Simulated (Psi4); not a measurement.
Internal rotation in SMILES O=Cc1ccc([SiH3])s1. Scanned: dihedral O1–C2–C3–S8; all other coordinates were relaxed at GFN2-xTB. Points at φ and −φ are mirror images.

Geometry of the scan point at -60° (Å):
```
14

O     -3.4417     1.0942     1.2476
C     -2.9850     0.2895     0.4808
C     -1.5661     0.0406     0.2300
C     -0.9206    -1.1680     0.2500
C      0.4239    -1.0715    -0.1431
C      0.7990     0.1859    -0.5305
Si     2.4622     0.7752    -1.1768
S     -0.5211     1.2895    -0.3628
H     -3.6440    -0.4302    -0.0517
H     -1.3907    -2.0793     0.5758
H      1.0985    -1.9091    -0.1595
H      2.2656     1.3469    -2.5093
H      3.3300    -0.4006    -1.2280
H      2.9907     1.7856    -0.2606
```

Computed with Psi4 with PBE-D3(BJ)/def2-SVP // GFN2-xTB.

Scanned values (°): -150, -120, -90, -60, -30, 0, 30, 60, 90, 120, 150, 180.

Q: Describe the profile: where are the wells and the tops?

A: Lower than their neighbours: 0° (0.0 kJ/mol), 180° (3.4 kJ/mol). Higher than their neighbours: -90° (50.5 kJ/mol), 90° (50.5 kJ/mol). The whole profile spans 50.5 kJ/mol.
